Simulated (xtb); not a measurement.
xtb input (GFN2-xTB):

```bash
xtb mol.xyz --gfn 2 --ohess tight --chrg 0 --uhf 0
```
mol.xyz:
```
4

Mo     0.02965523    -0.03365044    -0.00054761
O     -1.14676054    -1.17076930    -0.16437248
O     -0.06055839     1.33970849    -0.99645806
O      1.19428744    -0.09206559     1.12743187
```

Output:

```
           -------------------------------------------------
          |                Calculation Setup                |
           -------------------------------------------------

           -------------------------------------------------
          |                 G F N 2 - x T B                 |
           -------------------------------------------------

        Reference                      10.1021/acs.jctc.8b01176
      * Hamiltonian:
        H0-scaling (s, p, d)           1.850000    2.230000    2.230000
        zeta-weighting                 0.500000
      * Dispersion:
        s8                             2.700000
        a1                             0.520000
        a2                             5.000000
        s9                             5.000000
      * Repulsion:
        kExp                           1.500000    1.000000
        rExp                           1.000000
      * Coulomb:
        alpha                          2.000000
        third order                    shell-resolved
        anisotropic                    true
        a3                             3.000000
        a5                             4.000000
        cn-shift                       1.200000
        cn-exp                         4.000000
        max-rad                        5.000000

          ...................................................
          :                      SETUP                      :
          :.................................................:
          :  # basis functions                  22          :
          :  # atomic orbitals                  21          :
          :  # shells                            9          :
          :  # electrons                        24          :
          :  max. iterations                   250          :
          :  Hamiltonian                  GFN2-xTB          :
          :  restarted?                      false          :
          :  GBSA solvation                  false          :
          :  PC potential                    false          :
          :  electronic temp.          300.0000000     K    :
          :  accuracy                    1.0000000          :
          :  -> integral cutoff          0.2500000E+02      :
          :  -> integral neglect         0.1000000E-07      :
          :  -> SCF convergence          0.1000000E-05 Eh   :
          :  -> wf. convergence          0.1000000E-03 e    :
          :  Broyden damping             0.4000000          :
          :  net charge                          0          :
          :  unpaired electrons                  0          :
          ...................................................

 iter      E             dE          RMSdq      gap      omega  full diag
   1    -13.1381359 -0.131381E+02  0.214E+01    0.19       0.0  T
   2    -13.0219631  0.116173E+00  0.330E+01    7.88       1.0  T
   3    -13.7108180 -0.688855E+00  0.280E+01    3.52       1.0  T
   4    -13.6624511  0.483669E-01  0.314E+01    4.10       1.0  T
   5    -10.1902539  0.347220E+01  0.104E+02    0.31       1.0  T
   6    -10.5739707 -0.383717E+00  0.981E+01    0.30       1.0  T
[...]
                xx          xy          yy          xz          yz          zz
 q only:        0.068      -2.407      -0.993      -3.396       2.732       0.925
  q+dip:        0.090      -2.960      -1.249      -4.204       3.362       1.159
   full:        0.097      -3.229      -1.355      -4.578       3.666       1.259

           -------------------------------------------------
          |                Geometry Summary                 |
           -------------------------------------------------

      molecular mass/u    :      143.9580033
   center of mass at/Å    :        0.1221752      -0.0850456      -0.1420861
  moments of inertia/u·Å² :        0.6778120E+02   0.6779866E+02   0.1204749E+03
rotational constants/cm⁻¹ :        0.2487066E+00   0.2486425E+00   0.1399265E+00

 * 3 selected distances

     #   Z          #   Z                                           value/Å
     1  42 Mo       2   8 O                                       1.6571391 (max)
     1  42 Mo       3   8 O                                       1.6571171
     1  42 Mo       4   8 O                                       1.6570987 (min)

 * 1 distinct bonds (by element types)

   Z      Z             #   av. dist./Å        max./Å        min./Å
   8 O   42 Mo          3     1.6571183     1.6571391     1.6570987

           -------------------------------------------------
          |               Frequency Printout                |
           -------------------------------------------------
 projected vibrational frequencies (cm⁻¹)
eigval :       -0.00    -0.00    -0.00     0.00     0.00     0.00
eigval :      198.63   283.78   283.85   838.90   838.98   839.66
 reduced masses (amu)
   1: 19.26   2: 28.73   3: 52.58   4: 49.32   5: 69.75   6: 42.19   7: 40.11   8: 25.31
   9: 25.31  10: 30.36  11: 30.34  12: 18.61
 IR intensities (km·mol⁻¹)
   1: 12.10   2: 12.31   3:  5.13   4:  0.53   5:  0.29   6:  4.10   7:109.42   8: 32.48
   9: 32.39  10:  0.16  11:  0.15  12:  0.75
 Raman intensities (Ä⁴*amu⁻¹)
   1:  0.00   2:  0.00   3:  0.00   4:  0.00   5:  0.00   6:  0.00   7:  0.00   8:  0.00
   9:  0.00  10:  0.00  11:  0.00  12:  0.00
 output can be read by thermo (or use thermo option).
 writing <g98.out> molden fake output.
 recommended (thermochemical) frequency scaling factor: 1.0
           -------------------------------------------------
          |             Thermodynamic Functions             |
           -------------------------------------------------

c3v symmetry found (for desy threshold:  0.10E+00) used in thermo

          ...................................................
          :                      SETUP                      :
          :.................................................:
          :  # frequencies                           6      :
          :  # imaginary freq.                       0      :
          :  linear?                             false      :
          :  only rotor calc.                    false      :
Note: The following floating-point exceptions are signalling: IEEE_UNDERFLOW_FLAG IEEE_DENORMAL
normal termination of xtb
          :  symmetry                              c3v      :
          :  rotational number                       3      :
          :  scaling factor                  1.0000000      :
          :  rotor cutoff                   50.0000000 cm⁻¹ :
          :  imag. cutoff                  -20.0000000 cm⁻¹ :
          :.................................................:

    mode    ω/cm⁻¹     T·S(HO)/kcal·mol⁻¹    T·S(FR)/kcal·mol⁻¹   T·S(vib)
   ------------------------------------------------------------------------
       1    198.63    -0.63976 ( 99.60%)    -0.64762 (  0.40%)    -0.63979
       2    283.78    -0.45043 ( 99.90%)    -0.54201 (  0.10%)    -0.45052
       3    283.85    -0.45031 ( 99.90%)    -0.54194 (  0.10%)    -0.45040
   ------------------------------------------------------------------------

   temp. (K)  partition function   enthalpy   heat capacity  entropy
                                   cal/mol     cal/K/mol   cal/K/mol   J/K/mol
 298.15  VIB   3.07                 1034.109      7.010      5.701
         ROT  0.189E+05              888.752      2.981     22.554
         INT  0.582E+05             1922.862      9.990     28.255
         TR   0.167E+28             1481.254      4.968     40.786
         TOT                        3404.1155    14.9586    69.0405   288.8656

       T/K    H(0)-H(T)+PV         H(T)/Eh          T*S/Eh         G(T)/Eh
   ------------------------------------------------------------------------
    298.15    0.542480E-02    0.129059E-01    0.328034E-01   -0.198975E-01
   ------------------------------------------------------------------------

         :::::::::::::::::::::::::::::::::::::::::::::::::::::
         ::                  THERMODYNAMIC                  ::
         :::::::::::::::::::::::::::::::::::::::::::::::::::::
         :: total free energy         -14.222296254352 Eh   ::
         ::.................................................::
         :: total energy              -14.202398720326 Eh   ::
         :: zero point energy           0.007481052849 Eh   ::
         :: G(RRHO) w/o ZPVE           -0.027378586876 Eh   ::
         :: G(RRHO) contrib.           -0.019897534026 Eh   ::
         :::::::::::::::::::::::::::::::::::::::::::::::::::::

optimized geometry written to: xtbopt.xyz

           -------------------------------------------------
          | TOTAL ENERGY              -14.202398720326 Eh   |
          | TOTAL ENTHALPY            -14.189492864078 Eh   |
          | TOTAL FREE ENERGY         -14.222296254352 Eh   |
          | GRADIENT NORM               0.000041349785 Eh/α |
          | HOMO-LUMO GAP               0.304942333405 eV   |
           -------------------------------------------------

------------------------------------------------------------------------
------------------------------------------------------------------------
 total:
 SCF:
 ANC optimizer:
 analytical hessian:
```
